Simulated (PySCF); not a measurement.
Species: C6H13NSi.
SMILES: `C=CCN1CCC[SiH2]1`

The calculation used TDDFT wB97X-D/def2-SVPD, vertical, gas phase, core orbitals frozen in the response (PySCF). One conformer (not necessarily the lowest) at the PBE0-D3(BJ)/def2-SVP geometry, without solvent, vibrations or thermal averaging.

Problem. List the vertical singlet excitations with oscillator strengths and describe the spectrum.

Solution. 

```csv
state,E (eV),λ (nm),f,|μ| (D),"main configurations (H = HOMO, L = LUMO)"
S1,5.65,219.4,0.018,0.91,H→L (90%)
S2,6.07,204.3,0.0059,0.50,"H→L+1 (55%), H→L+2 (29%)"
S3,6.35,195.3,0.021,0.93,"H→L+2 (52%), H→L+1 (28%)"
S4,7.03,176.3,0.045,1.30,"H→L+3 (56%), H→L+5 (13%)"
S5,7.14,173.6,0.0064,0.49,"H→L+4 (47%), H→L+5 (36%)"
S6,7.39,167.9,0.0074,0.51,"H→L+4 (36%), H→L+5 (33%), H→L+6 (11%)"
S7,7.49,165.6,0.512,4.25,"H-1→L (78%), H-1→L+2 (8%)"
S8,7.63,162.5,0.036,1.12,"H→L+6 (47%), H→L+8 (11%), H→L+9 (11%)"
S9,7.70,160.9,0.042,1.20,"H-1→L+2 (33%), H-1→L+3 (24%), H-1→L+5 (8%)"
S10,7.98,155.3,0.015,0.70,"H→L+10 (34%), H→L+9 (15%), H→L+6 (14%)"
```

Triplets, Tamm–Dancoff:

```json
{"state": "T1", "E (eV)": "4.52", "λ (nm)": "274.4", "main configurations (H = HOMO, L = LUMO)": "H-1→L (72%), H-1→L+2 (14%)"}
{"state": "T2", "E (eV)": "5.47", "λ (nm)": "226.8", "main configurations (H = HOMO, L = LUMO)": "H→L (82%)"}
{"state": "T3", "E (eV)": "5.96", "λ (nm)": "208.0", "main configurations (H = HOMO, L = LUMO)": "H→L+1 (50%), H→L+2 (28%), H→L (8%)"}
{"state": "T4", "E (eV)": "6.30", "λ (nm)": "196.9", "main configurations (H = HOMO, L = LUMO)": "H→L+2 (49%), H→L+1 (29%)"}
```

The lowest singlet comes at 219 nm (545 kJ/mol) in the ultraviolet; it is weak; its leading configuration is HOMO→LUMO (90%). The strongest level in the table is S7 at 7.49 eV (166 nm, f = 0.512). Löwdin shares by element: HOMO nitrogen 52%, carbon 16% or more, silicon 8% (atoms not listed hold the other 24%); LUMO carbon 57% or more, silicon 9% (atoms not listed hold the other 34%). The oscillator strengths of these states sum to 0.709; summed over the whole spectrum of an exact calculation they would give the number of electrons, 70 (Thomas–Reiche–Kuhn). The listed states span 2.33 eV, and the widest gap between neighbours is 0.68 eV (S3 to S4). Of the 10 states listed, 7 reach f = 0.01 and none stays under 0.0005. All these states lie below the vertical ionisation energy of 8.02 eV (ΔSCF). Only the lowest 10 singlets were computed, as vertical energies without vibronic structure.

On one thread of an AMD EPYC 9R45 (shared host), this took 90 s wall and 1.3 GiB of memory at its peak.
